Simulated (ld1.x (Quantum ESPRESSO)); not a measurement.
# Mo (Z = 42), PAW: configuration errors across variants

Mo (Z = 42), PAW, made with ld1.x (Quantum ESPRESSO) 7.5 (revPBE, fully relativistic). Core [Kr], reference 4d5 5s0.5 5p0 (charge +0.5). Waves: 5s (bound): rcut 2.35, rcutus 3.10 bohr; 5s channel at 3.9 Ry: rcut 2.35, rcutus 3.10 bohr; 5p (bound, empty): rcut 3.00, rcutus 3.35 bohr; 5p channel at 1.75 Ry: rcut 3.00, rcutus 3.35 bohr; 4d (bound): rcut 2.50, rcutus 2.75 bohr; 4d channel at 1.45 Ry: rcut 2.50, rcutus 2.75 bohr. Local part: all-electron potential smoothed inside 3.25 bohr (lloc = -1). Core correction: Bessel-smoothed model core inside 2.00 bohr. Augmentation charge: PSQ, inside the norm-conserving radii.

Open shells are filled in proportion to 2j + 1 (rel_dist='average').

All-electron excitation energies from the reference (eV): (1) 4d5 5s1 5p0 -2.676; (2) 4d5 5s0 5p0 4.097; (3) 4d4 5s0 5p0 19.472; (4) 4d6 5s0 5p0 -1.947; (5) 4d4 5s1 5p1 1.071; (6) 4d5 5s0 5p1 0.430; (7) 4d4 5s1 5p0 5.331.

4 further variants failed, have other tests or another functional or relativity, and are left out.

Errors AE − PS in meV (a dash: test not solved or not reliable):

```tsv
change	(1)	(2)	(3)	(4)	(5)	(6)	(7)	bound ghosts
base	-0.8	-1.3	-82	-17	-54	-0.3	-50	not determined
augmentation PSQ, radius 2.60 bohr	-0.9	-1.4	-82	-17	-55	-0.3	-50	not determined
local potential all-electron potential smoothed inside 1.52 bohr (lloc = -1)	-0.9	-0.8	-78	-15	-58	-0.3	-52	not determined
local potential all-electron potential smoothed inside 2.35 bohr (lloc = -1)	-1.7	-2.3	-70	-11	-53	-0.2	-46	not determined
waves 4d (bound): rcut 2.50, rcutus 2.76 bohr; 4d channel at 1.45 Ry: rcut 2.50, rcutus 2.76 bohr	-0.8	-1.3	-82	-17	-54	-0.3	-50	not determined
wave 5p channel at 1.75 Ry: rcut 3.00, rcutus 3.35 bohr becomes 5p channel at 0.14 Ry: rcut 3.00, rcutus 3.35 bohr	-0.8	-1.3	-82	-17	-54	-0.3	-50	not determined
```

**Question.** Give the same row for: waves 5p (bound): rcut 2.70, rcutus 2.86 bohr; 5p channel at 1.75 Ry: rcut 2.70, rcutus 2.86 bohr.

**Answer.** -0.8, -1.3, -82, -17, -55, -0.3, -50; bound ghosts: not determined.
